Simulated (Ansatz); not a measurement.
One change: `O=C1C[SiH]1[SiH2]O` becomes `O=C1C[SiH2]1`.

Ansatz, PBE0-D4/def2-TZVP geometries, multiplicity 1. Each molecule was computed in one conformer, which needn't be the lowest.

```tsv
property	`O=C1C[SiH]1[SiH2]O`
size of the dipole moment (B3LYP/def2-TZVPP) / D	3.58
HOMO energy (B3LYP/def2-TZVPP) / eV	-6.08
HOMO energy (ωB97M-V/def2-TZVPP) / eV	-8.40
LUMO energy (PBE/def2-TZVPP) / eV	-2.66
HOMO–LUMO gap (PBE0/def2-TZVPP) / eV	4.72
HOMO–LUMO gap (PBE/def2-TZVPP) / eV	2.45
```

(1) What does the change do to each property? (An estimate is asked.)

Results:

(1) Computed: 
```tsv
property	`O=C1C[SiH2]1`	shift
size of the dipole moment (B3LYP/def2-TZVPP) / D	2.81	-0.77
HOMO energy (B3LYP/def2-TZVPP) / eV	-6.25	-0.17
HOMO energy (ωB97M-V/def2-TZVPP) / eV	-8.62	-0.22
LUMO energy (PBE/def2-TZVPP) / eV	-2.77	-0.11
HOMO–LUMO gap (PBE0/def2-TZVPP) / eV	4.79	0.07
HOMO–LUMO gap (PBE/def2-TZVPP) / eV	2.44	-0.01
```

With PBE0 the HOMO falls by 0.17 eV and the LUMO falls by 0.10 eV, so the gap widens by about 0.07 eV. PBE moves the HOMO by -0.10 eV and ωB97M-V by -0.22 eV. Dipoles are sizes alone; their direction can turn.

B3LYP here is the variant with VWN-RPA as its local correlation; programs differ in this.
